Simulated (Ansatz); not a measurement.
Computed with Ansatz on PBE0-D4/def2-TZVP structures; ΔE is electronic, products minus reactants. CCSD(T)/CBS adds triple-zeta CCSD(T) − MP2 to the extrapolated MP2 energy (def2 sets, frozen cores). This one scheme is used for every species, atoms too. Functionals use def2-TZVPP. B3LYP here is the variant with VWN-RPA as its local correlation; programs differ in this. Open shells (•) are unrestricted, without spin–orbit coupling. Spin–orbit coupling would lower the free atoms: a little for B, C. Each species was taken in one conformer, which may not be the lowest.

Reaction (atomization): `NB1N=C=N1` → B• + C• + 2 H• + 3 N•

`NB1N=C=N1`:

Z-matrix (Å, degrees):
```
B
N 1 1.449
C 1 1.980 2 44.5
N 1 1.374 2 143.8 3 134.1
N 1 1.449 2 72.3 3 -41.9
H 4 1.005 1 122.6 2 4.8
H 4 1.005 1 122.6 2 -178.2
```

```
             level  ΔE (kcal/mol)
           BLYP-D4          692.1
          BHLYP-D4          631.5
           ωB97X-V          676.5
              BLYP          685.4
             B3LYP          672.1
         CAM-B3LYP          674.0
  CCSD(T)/def2-SVP          618.8
CCSD(T)/def2-TZVPP          640.1
```

What does CCSD(T)/CBS give? (Best estimate.)

The calculation gave: +666.8 kcal/mol. The listed levels differ from it by 25.3, -35.3, 9.7, 18.6, 5.3, 7.2, -48.0, -26.7 kcal/mol.

What do rigid-rotor, harmonic-oscillator terms from PBE0-D4/def2-TZVP frequencies (298.15 K, 1 bar) make of the CCSD(T)/CBS value? (Estimate.)

Computed: ΔZPE = -26.1 kcal/mol, ΔH = +647.4 kcal/mol, ΔS = 712 J/(mol·K), ΔG = +596.6 kcal/mol. Open shells count their whole term as degenerate.

Largest T1 diagnostic among the species: 0.020, so the coupled-cluster value is less sure than usual.

From BLYP to BHLYP (50 % exact exchange), in def2-TZVPP and without D4, ΔE moves by −57.2 kcal/mol: exact exchange takes away binding that semilocal exchange gives to molecules. At CCSD(T), def2-SVP lies −48.0 kcal/mol from the extrapolated value and def2-TZVPP −26.6 kcal/mol: correlation converges slowly with the basis, and small sets miss more of it in the bonded molecule than in its fragments. In def2-TZVPP, CCSD(T) changes the Hartree–Fock value by +246.5 kcal/mol (the triples alone add +22.5 kcal/mol) and MP2 by +273.0 kcal/mol; breaking electron pairs costs correlation energy, which Hartree–Fock lacks.

For atomizations the MP2-based limit and the directly extrapolated one differ by several kJ/mol either way, and by 10 to 25 for some Ge, Se and Sn compounds, so smaller differences from it don't rank the levels.
